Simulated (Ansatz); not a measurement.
Basis sets compared for Ga10As10H28, a nanocrystal cut from zinc blende GaAs (hydrogen-capped). Charge 0, multiplicity 1. Geometry r2SCAN-D4/def2-SVP. Ansatz on 11 threads of AMD EPYC 7R13 on a shared host and a whole NVIDIA H100 80GB HBM3; times are rough, and most runs start from earlier orbitals.

Cartesian coordinates in Å:
```
Ga 1.0538 3.4655 3.0565
Ga -4.7173 1.1336 0.5573
Ga -2.2325 -0.4523 -3.3199
Ga 3.7000 1.8501 0.2833
Ga 2.0072 -0.2620 -3.1619
Ga -0.2733 1.1200 -0.1797
Ga -0.9965 -0.5474 3.3426
Ga -1.9409 -2.5060 0.1388
Ga 1.8875 -2.1285 0.6031
Ga 0.3928 -3.9090 -2.8721
As -2.4411 2.1947 0.3527
As 1.4356 2.6549 0.7171
As 0.5648 1.2584 4.1220
As -0.1463 0.7547 -2.5839
As -4.1014 -1.2877 0.5167
As -1.6643 -2.6293 -2.2799
As 3.6887 1.2928 -2.1324
As 3.6584 -0.4444 1.2173
As 2.0586 -2.3182 -1.8426
As -0.2158 -0.9804 1.0320
H 2.4063 4.0185 3.6120
H -0.2950 4.2592 3.0523
H -5.2036 1.4770 2.0004
H -5.4597 1.4689 -0.7723
H -2.2459 -0.5181 -4.8796
H -3.3741 0.2185 -2.4681
H 4.9139 2.7191 0.7331
H 2.3364 -0.4017 -4.6809
H -2.3811 0.1813 3.1634
H -0.7878 -1.7897 4.2663
H -1.9880 -3.8501 0.9394
H 2.1810 -3.4456 1.3875
H 0.6355 -3.8374 -4.4166
H 0.4253 -5.2255 -2.0274
H -2.5271 3.3754 -0.5889
H -2.1515 2.9764 1.6131
H 1.3541 3.8802 -0.1701
H 0.2038 1.5881 5.5535
H 1.8960 0.6093 4.4317
H -0.1117 2.1455 -3.1836
H -5.0774 -1.9415 -0.4344
H -4.6658 -1.8729 1.7907
H -2.7993 -3.5470 -2.6853
H 3.6785 2.6128 -2.8690
H 5.0862 0.8663 -2.5240
H 5.0328 -1.0284 0.9818
H 3.7661 -0.3055 2.7183
H 3.4344 -2.8927 -2.1109
```

Single mean-field runs in def2-SVP, def2-TZVP are fitted with def2-universal-jkfit.

Binding counts from free atoms (Ga doublet, As quartet, H doublet) in the same basis, without a counterpoise term.

```json
{"level": "PBE-D4/def2-SVP", "functions": "780", "energy (Eh)": "-41613.1807", "HOMO (eV)": "-5.87", "LUMO (eV)": "-2.08", "binding per atom (eV)": "2.60", "wall time": "4 s"}
{"level": "PBE0-D4/def2-SVP", "functions": "780", "energy (Eh)": "-41614.2906", "HOMO (eV)": "-6.84", "LUMO (eV)": "-1.37", "binding per atom (eV)": "2.60", "wall time": "7 s"}
```

(1) Estimate the rows for PBE-D4/def2-TZVP (with forces), PBE0-D4/def2-TZVP (with forces).

Answers

(1) 
| level | functions | energy (Eh) | HOMO (eV) | LUMO (eV) | binding per atom (eV) | wall time |
| --- | --- | --- | --- | --- | --- | --- |
| PBE-D4/def2-TZVP (with forces) | 1128 | -41618.4259 | -5.92 | -2.16 | 2.60 | 7.5 s |
| PBE0-D4/def2-TZVP (with forces) | 1128 | -41619.5161 | -6.86 | -1.46 | 2.59 | 17 s |
